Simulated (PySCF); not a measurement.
All numbers come from PBE0/[Au def2-TZVPD with ECP60, H def2-TZVPD], scalar-relativistic core potentials, density fitting, no spin–orbit coupling, PySCF.

```xyz
5
charge -1 multiplicity 1, angstrom
Au    0.0000    0.0000    0.0000
H     1.6407    0.0000    0.0000
H    -1.6407    0.0000    0.0000
H     0.0000    1.6407    0.0000
H     0.0000   -1.6407    0.0000
```

[AuH4]- (singlet), along the line from Au1 (at 0) through H2 (at 1.641 Å). Core electrons replaced by a potential are absent, the electrostatic potential uses the reduced nuclear charge, and values within about 0.7 Å of such atoms have no physical meaning.

Task: Tabulate the fields along this line at 0.74, 0.82, 0.90, 0.98, 1.07, 1.15, 1.23, 1.31, 1.39, 1.48, 1.56, 1.72, 1.80, 1.89, 1.97, 2.05, 2.13, 2.21, 2.30, 2.38, 2.46, 2.54, 2.63 Å.

Result: 
```json
{"distance (Å)": "0.74", "electron density (e/Å³)": "2.7", "electron localisation function": "0.418", "electrostatic potential (V)": "40.3"}
{"distance (Å)": "0.82", "electron density (e/Å³)": "1.79", "electron localisation function": "0.317", "electrostatic potential (V)": "26.4"}
{"distance (Å)": "0.90", "electron density (e/Å³)": "1.29", "electron localisation function": "0.283", "electrostatic potential (V)": "17.3"}
{"distance (Å)": "0.98", "electron density (e/Å³)": "1.05", "electron localisation function": "0.328", "electrostatic potential (V)": "11.6"}
{"distance (Å)": "1.07", "electron density (e/Å³)": "0.95", "electron localisation function": "0.469", "electrostatic potential (V)": "8.38"}
{"distance (Å)": "1.15", "electron density (e/Å³)": "0.942", "electron localisation function": "0.685", "electrostatic potential (V)": "7.53"}
{"distance (Å)": "1.23", "electron density (e/Å³)": "1", "electron localisation function": "0.869", "electrostatic potential (V)": "9.28"}
{"distance (Å)": "1.31", "electron density (e/Å³)": "1.13", "electron localisation function": "0.96", "electrostatic potential (V)": "14.7"}
{"distance (Å)": "1.39", "electron density (e/Å³)": "1.34", "electron localisation function": "0.99", "electrostatic potential (V)": "26.6"}
{"distance (Å)": "1.48", "electron density (e/Å³)": "1.63", "electron localisation function": "0.998", "electrostatic potential (V)": "53.7"}
{"distance (Å)": "1.56", "electron density (e/Å³)": "2.06", "electron localisation function": "1", "electrostatic potential (V)": "140"}
{"distance (Å)": "1.72", "electron density (e/Å³)": "1.89", "electron localisation function": "1", "electrostatic potential (V)": "140"}
{"distance (Å)": "1.80", "electron density (e/Å³)": "1.33", "electron localisation function": "1", "electrostatic potential (V)": "53.4"}
{"distance (Å)": "1.89", "electron density (e/Å³)": "0.952", "electron localisation function": "0.999", "electrostatic potential (V)": "25.7"}
{"distance (Å)": "1.97", "electron density (e/Å³)": "0.674", "electron localisation function": "0.999", "electrostatic potential (V)": "12.8"}
{"distance (Å)": "2.05", "electron density (e/Å³)": "0.481", "electron localisation function": "0.999", "electrostatic potential (V)": "5.76"}
{"distance (Å)": "2.13", "electron density (e/Å³)": "0.348", "electron localisation function": "0.998", "electrostatic potential (V)": "1.6"}
{"distance (Å)": "2.21", "electron density (e/Å³)": "0.253", "electron localisation function": "0.998", "electrostatic potential (V)": "-0.969"}
{"distance (Å)": "2.30", "electron density (e/Å³)": "0.185", "electron localisation function": "0.997", "electrostatic potential (V)": "-2.59"}
{"distance (Å)": "2.38", "electron density (e/Å³)": "0.136", "electron localisation function": "0.997", "electrostatic potential (V)": "-3.62"}
{"distance (Å)": "2.46", "electron density (e/Å³)": "0.101", "electron localisation function": "0.997", "electrostatic potential (V)": "-4.26"}
{"distance (Å)": "2.54", "electron density (e/Å³)": "0.0762", "electron localisation function": "0.997", "electrostatic potential (V)": "-4.66"}
{"distance (Å)": "2.63", "electron density (e/Å³)": "0.0578", "electron localisation function": "0.996", "electrostatic potential (V)": "-4.89"}
```

On a grid of 0.08 Å the density has a local minimum along the bond near 1.15 Å from Au, at 0.94 e/Å³, where the ELF is 0.69.

The lowest empty level of this anion is unbound, so it and the gap depend on the basis. No spin–orbit coupling is included, which matters more the heavier the element.
